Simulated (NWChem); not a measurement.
Correlation energy of I (-1)

```xyz
1

I      0.0000     0.0000     0.0000
```
Charge -1, spin multiplicity 1.

Program: NWChem.

Basis set: def2-TZVPD. Each correlation energy counts from its own Hartree-Fock reference.

```json
[
 {"method": "CR-CCSD[T]", "correlation energy (mHa)": "-482.8", "difference from CCSD(T)": "+1.8"},
 {"method": "CCSD+T(CCSD)", "correlation energy (mHa)": "-484.7", "difference from CCSD(T)": "-0.2"},
 {"method": "CCSD(T)", "correlation energy (mHa)": "-484.6", "difference from CCSD(T)": "0.0"},
 {"method": "MP2", "correlation energy (mHa)": "-502.4", "difference from CCSD(T)": "-17.8"},
 {"method": "CCSD", "correlation energy (mHa)": "-475.0", "difference from CCSD(T)": "+9.5"},
 {"method": "CR-CCSD(T)", "correlation energy (mHa)": "-482.6", "difference from CCSD(T)": "+1.9"},
 {"method": "SCS-MP2", "correlation energy (mHa)": "-442.4", "difference from CCSD(T)": "+42.1"}
]
```

The values span 60.0 mHa, from MP2 (lowest) to SCS-MP2 (highest). 

Effective core potentials replace the inner electrons of I; spin-orbit coupling is left out. The correlated methods keep 4 core orbitals frozen. Differences from the coupled-cluster row are differences between methods, not errors against experiment.
